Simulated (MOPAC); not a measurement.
Input file for MOPAC: AM1 on H6NP (a complex), monomers drawn apart or pushed together.

```
AM1 1SCF PRECISE CHARGE=0 THREADS=1
H6NP

N     -0.06426243 1    -0.11648452 1     0.07645493 1
H     -0.90630648 1    -0.68055080 1     0.07660414 1
H     -0.34211261 1     0.83583316 1    -0.13135445 1
H      0.52021951 1    -0.43874063 1    -0.68637640 1
P     -0.09537823 1     0.39477198 1     2.93224412 1
H      1.15012243 1     0.89489846 1     2.48439117 1
H      0.26358086 1     0.46706975 1     4.30756391 1
H      0.29223632 1    -0.96010252 1     2.80527618 1
```

Output:

```
*******************************************************************************
 **                                                                           **
 **                              MOPAC v23.2.5                                **
 **                                                                           **
 *******************************************************************************
 ** MOPAC's Digital Object Identifier: https://doi.org/10.5281/zenodo.6511958 **
 **                                                                           **
 ** Please cite the open-source release paper for use of this MOPAC version:  **
 ** J. E. Moussa and J. J. P. Stewart (2026)                                  **
 ** MOPAC: An open-source semiempirical molecular orbital program             **
 ** J. Open Source Softw., 11(119), 8025, https://doi.org/10.21105/joss.08025 **
 *******************************************************************************

                              AM1 CALCULATION RESULTS

 *******************************************************************************
 *  AM1        - The AM1 Hamiltonian to be used
 *
 *
 *
 *                 CHARGE ON SYSTEM = 0
 *
 *
 *
 *  PRECISE    - TIGHTER CRITERIA TO BE USED
 *  1SCF       - DO 1 SCF AND THEN STOP
 *  THREADS=1  - MULTI-THREADING NOT USED
 *  T=         - A TIME OF 172800.0 SECONDS REQUESTED
 *  DUMP=N     - RESTART FILE WRITTEN EVERY 7200.0 SECONDS REQUESTED
 *******************************************************************************
AM1 1SCF PRECISE CHARGE=0 THREADS=1
 H6NP

   ATOM   CHEMICAL          X               Y               Z
  NUMBER   SYMBOL      (ANGSTROMS)     (ANGSTROMS)     (ANGSTROMS)

     1       N         -0.06426243  *  -0.11648452  *   0.07645493  *
     2       H         -0.90630648  *  -0.68055080  *   0.07660414  *
     3       H         -0.34211261  *   0.83583316  *  -0.13135445  *
     4       H          0.52021951  *  -0.43874063  *  -0.68637640  *
     5       P         -0.09537823  *   0.39477198  *   2.93224412  *
     6       H          1.15012243  *   0.89489846  *   2.48439117  *
     7       H          0.26358086  *   0.46706975  *   4.30756391  *
     8       H          0.29223632  *  -0.96010252  *   2.80527618  *



          CARTESIAN COORDINATES

    NO.       ATOM           X           Y           Z

     1         N         -0.0643     -0.1165      0.0765
     2         H         -0.9063     -0.6806      0.0766
     3         H         -0.3421      0.8358     -0.1314
     4         H          0.5202     -0.4387     -0.6864
     5         P         -0.0954      0.3948      2.9322
     6         H          1.1501      0.8949      2.4844
     7         H          0.2636      0.4671      4.3076
     8         H          0.2922     -0.9601      2.8053

  H: (AM1): M.J.S. DEWAR ET AL, J. AM. CHEM. SOC. 107 3902-3909 (1985)
  N: (AM1): M.J.S. DEWAR ET AL, J. AM. CHEM. SOC. 107 3902-3909 (1985)
  P: (AM1): M.J.S.DEWAR, JIE, C, THEOCHEM, 187, 1 (1989)

           Empirical Formula: H6 N P  =     8 atoms



      MOLECULAR POINT GROUP   :   Cs


      RHF CALCULATION, NO. OF DOUBLY OCCUPIED LEVELS = 8


 -------------------------------------------------------------------------------
 AM1 1SCF PRECISE CHARGE=0 THREADS=1
 H6NP



     1SCF WAS SPECIFIED, SO BFGS WAS NOT USED
     SCF FIELD WAS ACHIEVED


                              AM1 CALCULATION
                                                       MOPAC v23.2.5 Linux




          FINAL HEAT OF FORMATION =         14.56872 KCAL/MOL =      60.95554 KJ/MOL


          COSMO AREA              =         94.72 SQUARE ANGSTROMS
          COSMO VOLUME            =         74.61 CUBIC ANGSTROMS

          IONIZATION POTENTIAL    =         10.048691 EV
          HOMO LUMO ENERGIES (EV) =        -10.049  1.713
          NO. OF FILLED LEVELS    =          8
          MOLECULAR WEIGHT        =         51.0279         POINT GROUP:  Cs

          MOLECULAR DIMENSIONS (Angstroms)

            Atom       Atom       Distance
            H     7    H     4     5.08191
            H     2    H     6     2.45788
            H     3    H     8     2.38724


          SCF CALCULATIONS        =          1





   ATOM   CHEMICAL          X               Y               Z
  NUMBER   SYMBOL      (ANGSTROMS)     (ANGSTROMS)     (ANGSTROMS)

     1       N         -0.06426243  *  -0.11648452  *   0.07645493  *
     2       H         -0.90630648  *  -0.68055080  *   0.07660414  *
     3       H         -0.34211261  *   0.83583316  *  -0.13135445  *
     4       H          0.52021951  *  -0.43874063  *  -0.68637640  *
     5       P         -0.09537823  *   0.39477198  *   2.93224412  *
     6       H          1.15012243  *   0.89489846  *   2.48439117  *
     7       H          0.26358086  *   0.46706975  *   4.30756391  *
     8       H          0.29223632  *  -0.96010252  *   2.80527618  *

                             CARTESIAN COORDINATES

   1    N       -0.064262430    -0.116484520     0.076454930
   2    H       -0.906306480    -0.680550800     0.076604140
   3    H       -0.342112610     0.835833160    -0.131354450
   4    H        0.520219510    -0.438740630    -0.686376400
   5    P       -0.095378230     0.394771980     2.932244120
   6    H        1.150122430     0.894898460     2.484391170
   7    H        0.263580860     0.467069750     4.307563910
   8    H        0.292236320    -0.960102520     2.805276180


           Empirical Formula: H6 N P  =     8 atoms



      MOLECULAR POINT GROUP   :   Cs


                  EIGENVALUES
 -32.40758 -20.34497 -15.69051 -15.63089 -12.26905 -12.21555 -10.39661 -10.04869
   1.71285   2.18746   2.21236   4.27522   6.03485   6.05608


              NET ATOMIC CHARGES AND DIPOLE CONTRIBUTIONS

  ATOM NO.   TYPE          CHARGE      No. of ELECS.   s-Pop       p-Pop
    1          N          -0.377021        5.3770     1.60819     3.76883
    2          H           0.128884        0.8711     0.87112
    3          H           0.130595        0.8694     0.86940
    4          H           0.118433        0.8816     0.88157
    5          P          -0.046873        5.0469     1.80797     3.23890
    6          H           0.026942        0.9731     0.97306
    7          H          -0.007543        1.0075     1.00754
    8          H           0.026583        0.9734     0.97342
 DIPOLE           X         Y         Z       TOTAL
 POINT-CHG.    -0.165    -0.048    -0.700     0.721
 HYBRID         1.235    -0.659    -0.419     1.461
 SUM            1.070    -0.707    -1.119     1.702


          ATOMIC ORBITAL ELECTRON POPULATIONS

     Atom    s        px        py        pz
    1  N   1.60819   1.20032   1.07640   1.49211
    2  H   0.87112
    3  H   0.86940
    4  H   0.88157
    5  P   1.80797   1.16471   1.05718   1.01701
    6  H   0.97306
    7  H   1.00754
    8  H   0.97342

 **********************
 *                    *
 * JOB ENDED NORMALLY *
 *                    *
 **********************




 == MOPAC DONE ==
```

The run finished.

Cost: about 0.020 core-seconds (a rough figure).
